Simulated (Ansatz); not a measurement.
Steps of a relaxation of `ClC[CH2][GeH3]` with RKS PBE0-D4/def2-TZVP.

```sh
$ ansatz run in.yaml --threads 4 --pin off --events-out ev --progress --plain --max-ram 10444MiB
```

```yaml
crystal:
  periodic: [false, false, false]
  atoms:
    - {symbol: Cl, position_ang: [-2.140009, -0.046315, -1.035525]}
    - {symbol: C, position_ang: [-0.867187, 1.081283, -0.407935]}
    - {symbol: C, position_ang: [0.506437, 0.431889, -0.379255]}
    - {symbol: Ge, position_ang: [0.610056, -1.237404, 0.693058]}
    - {symbol: H, position_ang: [-0.894858, 1.971220, -1.067957]}
    - {symbol: H, position_ang: [-1.198286, 1.388259, 0.603952]}
    - {symbol: H, position_ang: [1.231987, 1.154614, 0.052972]}
    - {symbol: H, position_ang: [0.850417, 0.203181, -1.409045]}
    - {symbol: H, position_ang: [-0.205972, -1.054468, 2.001057]}
    - {symbol: H, position_ang: [2.098074, -1.490274, 1.060199]}
    - {symbol: H, position_ang: [0.074641, -2.458785, -0.090821]}
basis:
  gaussian: {orbitals: def2-TZVP}
hamiltonian: {xc: pbe0, dispersion: d4}
relax: {f_tol: 0.005, max_steps: 150}
```

Positions (Å) and forces (eV/Å) along the path, 8 of 8 steps:

```xyz
11
step=1 energy=-71216.3869 eV
Cl   -2.140   -0.046   -1.036    0.354    0.306    0.164
C    -0.867    1.081   -0.408   -0.122    0.282    0.091
C     0.506    0.432   -0.379    0.208    0.073   -0.192
Ge    0.610   -1.237    0.693   -0.001    0.056   -0.005
H    -0.895    1.971   -1.068   -0.005   -0.503    0.313
H    -1.198    1.388    0.604    0.146   -0.212   -0.532
H     1.232    1.155    0.053   -0.373   -0.324   -0.201
H     0.850    0.203   -1.409   -0.183    0.124    0.495
H    -0.206   -1.054    2.001    0.115   -0.026   -0.189
H     2.098   -1.490    1.060   -0.216    0.040   -0.056
H     0.075   -2.459   -0.091    0.075    0.184    0.112
11
step=2 energy=-71216.4191 eV
Cl   -2.119   -0.042   -1.035    0.129    0.135    0.066
C    -0.858    1.077   -0.402   -0.133   -0.011   -0.033
C     0.506    0.427   -0.381    0.068    0.072   -0.029
Ge    0.606   -1.228    0.691    0.011    0.039   -0.041
H    -0.890    1.957   -1.053    0.016   -0.135    0.107
H    -1.191    1.367    0.601    0.061   -0.048   -0.155
H     1.223    1.143    0.045   -0.092   -0.097   -0.059
H     0.841    0.204   -1.402   -0.057    0.027    0.151
H    -0.205   -1.045    1.988    0.012    0.005   -0.023
H     2.082   -1.478    1.054   -0.023   -0.001   -0.001
H     0.072   -2.438   -0.087    0.009    0.013    0.017
11
step=3 energy=-71216.4222 eV
Cl   -2.121   -0.030   -1.043    0.059    0.033    0.022
C    -0.859    1.073   -0.402   -0.072   -0.059   -0.025
C     0.503    0.425   -0.379    0.005   -0.016   -0.010
Ge    0.609   -1.226    0.689   -0.006    0.011    0.007
H    -0.885    1.953   -1.044    0.012    0.021   -0.005
H    -1.190    1.357    0.596   -0.002    0.009    0.023
H     1.217    1.140    0.043    0.002    0.006    0.004
H     0.834    0.202   -1.395    0.008    0.001   -0.023
H    -0.201   -1.036    1.983   -0.005   -0.005    0.012
H     2.083   -1.478    1.055    0.004    0.003   -0.002
H     0.076   -2.439   -0.082   -0.005   -0.005   -0.003
11
step=4 energy=-71216.4225 eV
Cl   -2.115   -0.030   -1.046    0.008    0.005    0.002
C    -0.860    1.072   -0.401   -0.034   -0.019   -0.020
C     0.503    0.425   -0.382    0.004   -0.003    0.011
Ge    0.607   -1.224    0.690    0.007   -0.005   -0.003
H    -0.885    1.955   -1.039    0.005    0.015    0.000
H    -1.190    1.352    0.599    0.002    0.006    0.011
H     1.217    1.139    0.040    0.007    0.006    0.003
H     0.834    0.202   -1.399    0.001   -0.005   -0.005
H    -0.202   -1.036    1.986    0.000    0.004   -0.001
H     2.082   -1.475    1.054    0.001   -0.002    0.001
H     0.073   -2.438   -0.080    0.000   -0.003    0.001
11
step=5 energy=-71216.4226 eV
Cl   -2.114   -0.027   -1.055   -0.001    0.003    0.001
C    -0.861    1.071   -0.401    0.006   -0.011    0.001
C     0.503    0.424   -0.382   -0.005    0.004    0.000
Ge    0.609   -1.224    0.690   -0.004    0.005   -0.006
H    -0.884    1.960   -1.033    0.001    0.000    0.001
H    -1.192    1.346    0.601   -0.004    0.002   -0.001
H     1.218    1.139    0.038    0.000    0.000   -0.001
H     0.832    0.200   -1.400    0.003    0.000   -0.002
H    -0.200   -1.031    1.986    0.001   -0.001    0.004
H     2.083   -1.476    1.054    0.001   -0.001    0.001
H     0.072   -2.439   -0.076    0.000   -0.002    0.001
11
step=6 energy=-71216.4226 eV
Cl   -2.113   -0.027   -1.058    0.000   -0.001    0.000
C    -0.861    1.071   -0.402   -0.001    0.002   -0.001
C     0.503    0.424   -0.382   -0.001   -0.003   -0.001
Ge    0.609   -1.224    0.690    0.002   -0.002    0.002
H    -0.884    1.960   -1.032    0.001    0.001    0.001
H    -1.194    1.344    0.600   -0.001    0.000   -0.001
H     1.217    1.140    0.039    0.000    0.001    0.000
H     0.833    0.201   -1.399    0.001    0.001    0.000
H    -0.196   -1.030    1.988    0.002    0.000    0.000
H     2.084   -1.478    1.051   -0.002    0.000   -0.001
H     0.069   -2.439   -0.074    0.000    0.000    0.000
11
step=7 energy=-71216.4226 eV
Cl   -2.112   -0.026   -1.063    0.000   -0.001    0.000
C    -0.862    1.070   -0.402   -0.002    0.005    0.000
C     0.502    0.424   -0.382    0.000   -0.003    0.000
Ge    0.609   -1.224    0.691    0.003   -0.002    0.003
H    -0.883    1.960   -1.032    0.000    0.000    0.000
H    -1.197    1.342    0.599    0.000   -0.001   -0.001
H     1.215    1.140    0.041    0.000    0.001    0.000
H     0.834    0.202   -1.398    0.000    0.000    0.000
H    -0.191   -1.028    1.992    0.000    0.000   -0.002
H     2.085   -1.480    1.047   -0.002    0.000   -0.001
H     0.065   -2.438   -0.072   -0.001    0.001    0.001
11
step=8 energy=-71216.4226 eV
Cl   -2.111   -0.027   -1.067    0.001   -0.001    0.000
C    -0.862    1.070   -0.403   -0.003    0.004    0.000
C     0.502    0.425   -0.381    0.002   -0.002    0.000
Ge    0.609   -1.223    0.691    0.000   -0.002    0.001
H    -0.883    1.960   -1.031    0.000   -0.001   -0.001
H    -1.199    1.341    0.598    0.001   -0.001    0.000
H     1.214    1.141    0.043    0.000    0.001    0.001
H     0.836    0.203   -1.397   -0.001    0.000    0.000
H    -0.187   -1.027    1.994    0.001    0.001   -0.001
H     2.086   -1.482    1.043   -0.002    0.000    0.000
H     0.060   -2.437   -0.069    0.001    0.001    0.000
```

It took 26 s on 4 threads of an Arm Neoverse V2 on a shared host, with 0.53 GiB of host memory at the peak.
